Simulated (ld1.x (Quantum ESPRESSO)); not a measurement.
# A failed generation for Ca (Z = 20)

Input:

```
&input
   title='Ca', zed=20., rel=0, dft='PZ', iswitch=3,
   config='[Ar] 3d0 4s0 4p0',
   nld=3, rlderiv=3.70, eminld=-5.0, emaxld=5.0, deld=0.02
 /
 &inputp
   pseudotype=3, lpaw=.true., tm=.true., lloc=-2, rcloc=1.75,
   nlcc=.true., new_core_ps=.true., rcore=1.55,
   which_augfun='PSQ', rmatch_augfun_nc=.true.,
   file_pseudopw='Ca.UPF', file_wfcaegen='ae.wfc', file_wfcncgen='nc.wfc', file_beta='beta', file_chi='chi', file_wfcusgen='us.wfc'
 /
6
4S  1  0   0.00   0.00  2.85  3.40  0.0
4S  1  0   0.00  -0.50  2.85  3.40  0.0
3P  2  1   6.00   0.00  1.65  1.90  0.0
4P  3  1   0.00   0.00  1.65  1.90  0.0
3D  3  2   0.00   0.00  1.35  1.55  0.0
3D  3  2   0.00   2.80  1.35  1.55  0.0
 &test
   configts(1)='3p6 3d0 4s0 4p0'
 /
```

```bash
ld1.x < Ca.in > Ca.out
```

End of the output:

```
      Enforcing V''(0)=0 (lloc=-2)

      Local pseudo, rcloc= 1.741 Estimated cut-off energy=    10.15 Ry

      Computing core charge for nlcc:

       r > 1.56 : true rho core
      Core charge pseudized with two Bessel functions
      Integrated core pseudo-charge :   2.68
      Wfc-us  4S rcutus= 3.419  Estimated cut-off energy=     4.10 Ry
      Wfc-us  4S rcutus= 3.419  Estimated cut-off energy=     5.47 Ry
      Wfc-us  3P rcutus= 1.924  Estimated cut-off energy=    22.49 Ry
      Wfc-us  4P rcutus= 1.924  Estimated cut-off energy=    41.94 Ry
      Wfc-us  3D rcutus= 1.536  Estimated cut-off energy=    47.67 Ry
      Wfc-us  3D rcutus= 1.536  Estimated cut-off energy=    84.85 Ry

     Required augmentation: PSQ   radius:    3.400000

 %%%%%%%%%%%%%%%%%%%%%%%%%%%%%%%%%%%%%%%%%%%%%%%%%%%%%%%%%%%%%%%%%%%%%%%%%%%%%%
     Error in routine find_q (1):
     problem finding q
 %%%%%%%%%%%%%%%%%%%%%%%%%%%%%%%%%%%%%%%%%%%%%%%%%%%%%%%%%%%%%%%%%%%%%%%%%%%%%%

     stopping ...
```

**Question.** Why did it fail, and what change makes it run?

**Answer.** The run stopped because no Bessel wave vectors were found for the pseudised augmentation function at its matching radius. A run that differs only in the following succeeds: scalar-relativistic. This is one of several that fit.
